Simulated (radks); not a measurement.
Task: O VIII, 1 electrons, occupied as 1s0.75 2s0.25 (fractional occupations, a model configuration). All-electron calculation, scalar-relativistic Kohn-Sham, r2SCAN, spin-polarised, spherical densities, finite nucleus; open shells are filled with parallel spins first; meta-GGA in the generalised Kohn-Sham scheme; Fermi nuclear charge, rms radius 2.6991 fm. Program: a radial shooting solver on a logarithmic mesh with Libxc functionals. Some entries of the table are withheld. Estimate them.

| orbital | occ. | eigenvalue (Ry) | <r^2> (bohr^2) |
|---|---|---|---|
| 1s up | 0.75 | -61.85350 | 0.04631 |
| 2s up | 0.25 | -14.22449 | (1) |
| 2p up | 0 | -13.72998 | (2) |
| 3d up | 0 | (3) | 2.142 |

Result: 
(1) 2s up <r^2> (bohr^2): 0.7039
(2) 2p up <r^2> (bohr^2): 0.5293
(3) 3d up eigenvalue (Ry): -5.48052
